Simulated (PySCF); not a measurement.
C10H9 (doublet state).
Numbering: `[c:1]1[cH:2][cH:3][cH:4][c:5]2[c:6]1[CH:7]=[CH:8][CH2:9][CH2:10]2` (hydrogens: H11 on C2; H12 on C3; H13 on C4; H14 on C7; H15 on C8; H16, H17 on C9; H18, H19 on C10)

Level of theory: PBE0-D3(BJ)/def2-SVP geometry optimisation, gas phase (PySCF).

List the bond lengths, angles and torsions at this level.

```tsv
bond	length (pm)	order
C1–C2	137.3	aromatic
C2–C3	140.1	aromatic
C3–C4	139.6	aromatic
C4–C5	139.7	aromatic
C5–C6	141.4	aromatic
C6–C7	146.2	single
C7=C8	133.9	double
C8–C9	149.6	single
C9–C10	154.2	single
C1–C6	138.3	aromatic
C5–C10	151.2	single
C2–H11	109.3	single
C3–H12	109.3	single
C4–H13	109.4	single
C7–H14	109.2	single
C8–H15	109.5	single
C9–H16, C9–H17	110.4	single
C10–H18, C10–H19	110.2	single
```

Bonds in one row agree within 1 pm and their mean is given. Orders are formal, as drawn. A selection of angles:
```tsv
angle	degrees
C2–C1–C6	126.9
C1–C2–C3	116.0
C2–C3–C4	120.0
C3–C4–C5	121.9
C4–C5–C6	119.1
C4–C5–C10	120.0
C6–C5–C10	120.9
C5–C6–C7	120.4
C1–C6–C5	116.1
C1–C6–C7	123.5
C6–C7–C8	121.8
C7–C8–C9	123.8
C8–C9–C10	116.0
C5–C10–C9	117.0
```

Dihedral angles: C5–C6–C7–C8 0° (synperiplanar); C6–C7–C8–C9 0° (synperiplanar); C7–C8–C9–C10 0° (synperiplanar); C8–C9–C10–C5 0° (synperiplanar); C4–C5–C10–C9 180° (antiperiplanar).

C3 (carbon bonded to 2 C and H) is planar (angles 120.0°, 120.0° and 120.0°, sum 360.0°, 0.00 Å off the plane of its three neighbours). The 6-membered ring C1–C2–C3–C4–C5–C6 has internal angles of 116.0° to 126.9° (sum 720°, against 720° for a flat polygon); it is planar, 0.00 Å rms from its mean plane, widest ring torsion 0°. C8 (carbon bonded to 2 C and H) is planar (angles 123.8°, 119.5° and 116.7°, sum 360.0°, 0.00 Å off the plane of its three neighbours). C2 (carbon bonded to 2 C and H) is planar (angles 122.6°, 121.4° and 116.0°, sum 360.0°, 0.00 Å off the plane of its three neighbours). The 6-membered ring C5–C6–C7–C8–C9–C10 has internal angles of 116.0° to 123.8°; it is planar, 0.00 Å rms from its mean plane, widest ring torsion 0°. C4 (carbon bonded to 2 C and H) is planar (angles 121.9°, 119.2° and 118.9°, sum 360.0°, 0.00 Å off the plane of its three neighbours). C7 (carbon bonded to 2 C and H) is planar (angles 121.8°, 120.7° and 117.4°, sum 360.0°, 0.00 Å off the plane of its three neighbours).

Point group: Cs (every atom within 0.08 Å of its image). No PBE0-D3(BJ)/def2-SVP frequencies stand behind this structure, so it isn't proved a minimum. ⟨S²⟩ = 0.763 (exact for a doublet: 0.75).
